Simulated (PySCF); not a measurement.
C6H5F, SMILES C=C=C(F)C#CC. Atoms are numbered in the order given.

```xyz
12

C     -2.7632     0.6888    -0.8233
C     -1.7195     0.3248    -0.1263
C     -0.6475    -0.0393     0.5525
F     -0.7542    -0.3742     1.8619
C      0.6664    -0.1157     0.0121
C      1.7889    -0.1813    -0.4489
C      3.1321    -0.2590    -1.0040
H     -3.3740    -0.0421    -1.3690
H     -3.0732     1.7398    -0.8889
H      3.5483    -1.2748    -0.9012
H      3.1276    -0.0040    -2.0764
H      3.8162     0.4396    -0.4946
```
Charge 0, spin multiplicity 1.

Geometry: B3LYP-D3(BJ)/def2-SVP. This is a generated structure with no PubChem entry under its InChIKey; it may be hypothetical.

Computed with PySCF with B3LYP-D3(BJ)/def2-SVP.

No scaling factor is applied to the harmonic values.

A small imaginary wavenumber (i) marks a very flat motion, where grid noise or a shallow saddle decides the sign.

Computed harmonic wavenumbers and intensities:
```json
[
 {"mode": "1", "ν (cm⁻¹)": "19i", "IR (km/mol)": "0.0", "Raman (Å⁴/amu)": "0.0", "depolarisation": "–", "moving atoms (share of kinetic energy)": "H 97 %"},
 {"mode": "2", "ν (cm⁻¹)": "85", "IR (km/mol)": "2.2", "Raman (Å⁴/amu)": "10.5", "depolarisation": "0.68", "moving atoms (share of kinetic energy)": "C 68 %, H 19 %, F 13 %"},
 {"mode": "3", "ν (cm⁻¹)": "144", "IR (km/mol)": "3.3", "Raman (Å⁴/amu)": "0.9", "depolarisation": "0.75", "moving atoms (share of kinetic energy)": "C 68 %, H 20 %, F 12 %"},
 {"mode": "4", "ν (cm⁻¹)": "201", "IR (km/mol)": "0.2", "Raman (Å⁴/amu)": "6.5", "depolarisation": "0.70", "moving atoms (share of kinetic energy)": "C 59 %, F 28 %, H 13 %"},
 {"mode": "5", "ν (cm⁻¹)": "251", "IR (km/mol)": "0.2", "Raman (Å⁴/amu)": "0.5", "depolarisation": "0.75", "moving atoms (share of kinetic energy)": "C 72 %, H 26 %"},
 {"mode": "6", "ν (cm⁻¹)": "336", "IR (km/mol)": "4.6", "Raman (Å⁴/amu)": "8.1", "depolarisation": "0.74", "moving atoms (share of kinetic energy)": "C 66 %, F 18 %, H 16 %"},
 {"mode": "7", "ν (cm⁻¹)": "379", "IR (km/mol)": "4.4", "Raman (Å⁴/amu)": "9.6", "depolarisation": "0.75", "moving atoms (share of kinetic energy)": "C 83 %, H 17 %"},
 {"mode": "8", "ν (cm⁻¹)": "507", "IR (km/mol)": "7.2", "Raman (Å⁴/amu)": "0.6", "depolarisation": "0.49", "moving atoms (share of kinetic energy)": "C 77 %, F 16 %"},
 {"mode": "9", "ν (cm⁻¹)": "567", "IR (km/mol)": "6.0", "Raman (Å⁴/amu)": "5.2", "depolarisation": "0.71", "moving atoms (share of kinetic energy)": "C 91 %"},
 {"mode": "10", "ν (cm⁻¹)": "603", "IR (km/mol)": "0.1", "Raman (Å⁴/amu)": "9.3", "depolarisation": "0.75", "moving atoms (share of kinetic energy)": "H 51 %, C 49 %"},
 {"mode": "11", "ν (cm⁻¹)": "623", "IR (km/mol)": "2.9", "Raman (Å⁴/amu)": "15.1", "depolarisation": "0.75", "moving atoms (share of kinetic energy)": "C 53 %, H 42 %"},
 {"mode": "12", "ν (cm⁻¹)": "685", "IR (km/mol)": "13.8", "Raman (Å⁴/amu)": "12.2", "depolarisation": "0.18", "moving atoms (share of kinetic energy)": "C 55 %, F 39 %"},
 {"mode": "13", "ν (cm⁻¹)": "915", "IR (km/mol)": "32.8", "Raman (Å⁴/amu)": "0.2", "depolarisation": "0.67", "moving atoms (share of kinetic energy)": "H 73 %, C 27 %"},
 {"mode": "14", "ν (cm⁻¹)": "996", "IR (km/mol)": "0.2", "Raman (Å⁴/amu)": "1.3", "depolarisation": "0.75", "moving atoms (share of kinetic energy)": "H 67 %, C 33 %"},
 {"mode": "15", "ν (cm⁻¹)": "999", "IR (km/mol)": "53.5", "Raman (Å⁴/amu)": "19.6", "depolarisation": "0.22", "moving atoms (share of kinetic energy)": "C 75 %, F 13 %, H 13 %"},
 {"mode": "16", "ν (cm⁻¹)": "1032", "IR (km/mol)": "2.5", "Raman (Å⁴/amu)": "1.3", "depolarisation": "0.75", "moving atoms (share of kinetic energy)": "H 69 %, C 31 %"},
 {"mode": "17", "ν (cm⁻¹)": "1033", "IR (km/mol)": "4.5", "Raman (Å⁴/amu)": "1.5", "depolarisation": "0.75", "moving atoms (share of kinetic energy)": "H 67 %, C 33 %"},
 {"mode": "18", "ν (cm⁻¹)": "1247", "IR (km/mol)": "178.6", "Raman (Å⁴/amu)": "17.2", "depolarisation": "0.59", "moving atoms (share of kinetic energy)": "C 71 %, H 15 %, F 14 %"},
 {"mode": "19", "ν (cm⁻¹)": "1328", "IR (km/mol)": "41.5", "Raman (Å⁴/amu)": "189.2", "depolarisation": "0.32", "moving atoms (share of kinetic energy)": "C 61 %, H 39 %"},
 {"mode": "20", "ν (cm⁻¹)": "1395", "IR (km/mol)": "13.6", "Raman (Å⁴/amu)": "40.2", "depolarisation": "0.50", "moving atoms (share of kinetic energy)": "H 71 %, C 28 %"},
 {"mode": "21", "ν (cm⁻¹)": "1440", "IR (km/mol)": "7.9", "Raman (Å⁴/amu)": "21.2", "depolarisation": "0.75", "moving atoms (share of kinetic energy)": "H 97 %"},
 {"mode": "22", "ν (cm⁻¹)": "1444", "IR (km/mol)": "8.3", "Raman (Å⁴/amu)": "31.9", "depolarisation": "0.68", "moving atoms (share of kinetic energy)": "H 97 %"},
 {"mode": "23", "ν (cm⁻¹)": "1470", "IR (km/mol)": "29.7", "Raman (Å⁴/amu)": "7.2", "depolarisation": "0.55", "moving atoms (share of kinetic energy)": "C 51 %, H 49 %"},
 {"mode": "24", "ν (cm⁻¹)": "2069", "IR (km/mol)": "10.4", "Raman (Å⁴/amu)": "87.6", "depolarisation": "0.36", "moving atoms (share of kinetic energy)": "C 99 %"},
 {"mode": "25", "ν (cm⁻¹)": "2345", "IR (km/mol)": "41.1", "Raman (Å⁴/amu)": "944.4", "depolarisation": "0.31", "moving atoms (share of kinetic energy)": "C 100 %"},
 {"mode": "26", "ν (cm⁻¹)": "3022", "IR (km/mol)": "22.1", "Raman (Å⁴/amu)": "437.2", "depolarisation": "0.08", "moving atoms (share of kinetic energy)": "H 97 %"},
 {"mode": "27", "ν (cm⁻¹)": "3097", "IR (km/mol)": "8.5", "Raman (Å⁴/amu)": "430.4", "depolarisation": "0.16", "moving atoms (share of kinetic energy)": "H 95 %"},
 {"mode": "28", "ν (cm⁻¹)": "3099", "IR (km/mol)": "4.0", "Raman (Å⁴/amu)": "162.9", "depolarisation": "0.75", "moving atoms (share of kinetic energy)": "H 91 %, C 9 %"},
 {"mode": "29", "ν (cm⁻¹)": "3104", "IR (km/mol)": "3.8", "Raman (Å⁴/amu)": "127.1", "depolarisation": "0.73", "moving atoms (share of kinetic energy)": "H 91 %, C 9 %"},
 {"mode": "30", "ν (cm⁻¹)": "3178", "IR (km/mol)": "0.7", "Raman (Å⁴/amu)": "210.6", "depolarisation": "0.75", "moving atoms (share of kinetic energy)": "H 89 %, C 11 %"}
]
```
